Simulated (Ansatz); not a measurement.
**Match the barriers**

Saddle point of Si$_{2}$H$_{8}$Cl$_{2}$O$_{3}$, singlet (Si₂H₄Cl₂O ([OH][Si]([SiH3])([Cl])[Cl]) + H₂O + H₂O → SiH₂Cl₂O₂ ([OH][Si]([OH])([Cl])[Cl]) + SiH₄ + H₂O; bonds formed: Si1–O7, Si2–H8, H6–O9; bonds broken: Si1–Si2, H6–O7, H8–O9), PBE0-D4/def2-TZVP structure:

Si1  (-0.851, 0.662, -0.475)
Si2  (0.814, -1.267, -0.898)
Cl3  (-1.818, -0.550, -1.965)
Cl4  (-2.566, 0.853, 0.703)
O5  (-0.520, 1.869, -1.538)
H6  (0.231, 0.151, 1.833)
O7  (0.190, 1.293, 0.833)
H8  (0.025, -0.919, 0.720)
O9  (0.108, -0.861, 1.974)
H10  (2.075, -1.461, -0.105)
H11  (0.254, -2.601, -1.202)
H12  (1.201, -0.501, -2.106)
H13  (0.116, 2.507, -1.209)
H14  (-0.220, 2.071, 1.228)
H15  (0.963, -1.246, 2.207)
(Å)

Program: Ansatz 0.2.0. Basis: def2-TZVPP, with def2-QZVPP for the basis limit. Cores are frozen in the correlated methods. Extrapolation: Hartree–Fock as exp(−7.88 √X), correlation as X^−2.97. Four methods, as single points on the PBE0-D4 structures, gave these electronic barriers from the start structure: 197.8, 218.8, 229.7, 343.4 kJ/mol.

**Question.** The methods were, in alphabetical order, HF, MP2, PBE-D4, PBE0-D4. Which gave which? (A judgement: the text doesn't fix the answer.)

**Answer.** Computed: PBE-D4 197.8; PBE0-D4 218.8; MP2 229.7; HF 343.4 kJ/mol. For comparison, CCSD(T) at an estimated basis limit (MP2 extrapolated from triple and quadruple zeta, plus CCSD(T) − MP2 in triple zeta) gives 237.5 kJ/mol.

The T1 diagnostic stays at or below 0.012.

Labels in which every atom is bracketed show which atoms are joined, not bond orders.

For scale, one of the runs: CCSD(T)/def2-TZVPP, 373 basis functions, launched by `ansatz run in.yaml --threads 4 --pin off --events-out ev --progress --plain --max-ram 66560MiB --backend cuda --devices 0, --max-vram 37GiB`. The run took 25 s on 4 CPU threads of an AMD EPYC 7R13 and a share of one NVIDIA H100 (shared host), with 0.85 GiB of host memory at its peak.
